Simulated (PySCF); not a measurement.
SMILES N#Cc1ccc([SiH3])cc1 (GFN2-xTB optimised geometry):

```
16

N      3.859     0.032    -0.001
C      2.712     0.022     0.000
C      1.299     0.009     0.000
C      0.611    -1.204     0.000
C     -0.770    -1.204     0.000
C     -1.497    -0.017     0.000
Si    -3.388    -0.012    -0.017
C     -0.791     1.185     0.000
C      0.589     1.211     0.000
H      1.165    -2.132     0.000
H     -1.296    -2.148     0.001
H     -3.839     0.461    -1.328
H     -3.858     0.895     1.032
H     -3.859    -1.374     0.228
H     -1.336     2.118     0.001
H      1.126     2.148     0.000
```

Computed with PBE/def2-TZVP in PySCF.

**Question.** What are the frontier orbital energies and the dipole moment?

**Answer.** HOMO-2 -8.08 eV, HOMO-1 -7.16 eV, HOMO -6.85 eV, LUMO -2.67 eV, LUMO+1 -1.93 eV; dipole moment 4.12 D.

On the same geometry PBE0/def2-TZVP (PySCF) gives HOMO-2 -9.47 eV, HOMO-1 -8.15 eV, HOMO -7.83 eV, LUMO -1.86 eV, LUMO+1 -1.01 eV; dipole moment 4.26 D.

Meta-Löwdin charges at PBE/def2-TZVP: N1 -0.21, C2 0.10, C3 -0.02, C4 -0.10, C5 -0.11, C6 -0.19, Si7 0.43, C8 -0.10, C9 -0.10, H10 0.14, H11 0.13, H12 -0.08, H13 -0.08, H14 -0.08, H15 0.12, H16 0.14.
